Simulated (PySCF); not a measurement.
**SMILES Cc1cccc(C(=O)O)c1, C8H8O2**

Molfile (atoms numbered from 1):
```
C8H8O2
     RDKit          3D

 18 18  0  0  0  0  0  0  0  0999 V2000
    2.4973   -0.9452   -0.2707 C   0  0  0  0  0  0  0  0  0  0  0  0
    1.2522   -0.1408   -0.0322 C   0  0  0  0  0  0  0  0  0  0  0  0
    1.3354    1.1894    0.4024 C   0  0  0  0  0  0  0  0  0  0  0  0
    0.1897    1.9482    0.6311 C   0  0  0  0  0  0  0  0  0  0  0  0
   -1.0683    1.3902    0.4291 C   0  0  0  0  0  0  0  0  0  0  0  0
   -1.1704    0.0663   -0.0045 C   0  0  0  0  0  0  0  0  0  0  0  0
   -2.5296   -0.4962   -0.2085 C   0  0  0  0  0  0  0  0  0  0  0  0
   -3.5563    0.1079   -0.0218 O   0  0  0  0  0  0  0  0  0  0  0  0
   -2.5159   -1.7698   -0.6300 O   0  0  0  0  0  0  0  0  0  0  0  0
   -0.0154   -0.6902   -0.2324 C   0  0  0  0  0  0  0  0  0  0  0  0
    3.1459   -0.4635   -1.0193 H   0  0  0  0  0  0  0  0  0  0  0  0
    2.2602   -1.9560   -0.6300 H   0  0  0  0  0  0  0  0  0  0  0  0
    3.0890   -1.0456    0.6531 H   0  0  0  0  0  0  0  0  0  0  0  0
    2.3202    1.6375    0.5645 H   0  0  0  0  0  0  0  0  0  0  0  0
    0.2810    2.9829    0.9695 H   0  0  0  0  0  0  0  0  0  0  0  0
   -1.9850    1.9577    0.5994 H   0  0  0  0  0  0  0  0  0  0  0  0
   -3.4443   -2.0291   -0.7276 H   0  0  0  0  0  0  0  0  0  0  0  0
   -0.1162   -1.7230   -0.5715 H   0  0  0  0  0  0  0  0  0  0  0  0
  1  2  1  0
  2  3  2  0
  3  4  1  0
  4  5  2  0
  5  6  1  0
  6  7  1  0
  7  8  2  0
  7  9  1  0
  6 10  2  0
 10  2  1  0
  1 11  1  0
  1 12  1  0
  1 13  1  0
  3 14  1  0
  4 15  1  0
  5 16  1  0
  9 17  1  0
 10 18  1  0
M  END
```

Level of theory: quadratic response CAM-B3LYP/aug-cc-pVDZ first hyperpolarisability, Taylor convention, gas phase in PySCF 2.14.0. Geometry: PBE0-D3(BJ)/def2-SVP.

(1) Give β for the processes computed.

(2) Which lowest excitations, dipole and polarisabilities go with it?

Results:

(1) In au, Taylor convention; the vector part is βᵢ = ⅓ Σⱼ (βᵢⱼⱼ + βⱼᵢⱼ + βⱼⱼᵢ); β∥ is 3/5 of the vector part along the dipole, the dipole points from − to +:
```
                   process  λ (nm)  β vector norm     β∥  β HRS  depolarisation ratio
           static β(0;0,0)       ∞          178.2   87.3   96.4                  2.80
second harmonic β(−2ω;ω,ω)    1907          197.9   96.8  104.8                  2.91
         Pockels β(−ω;ω,0)    1907          184.5   90.3      –                     –
second harmonic β(−2ω;ω,ω)    1064          252.0  122.9  127.5                  3.19
         Pockels β(−ω;ω,0)    1064          199.4   97.5      –                     –
```

(2) S1 4.95 eV (f = 0.033); S2 5.22 eV (f = 0.000); S3 5.51 eV (f = 0.162); dipole 2.59 D; isotropic α 102.7 au static, 103.1 au at 1907 nm, 104.0 au at 1064 nm, 104.4 au at 953.5 nm, 108.5 au at 532 nm.
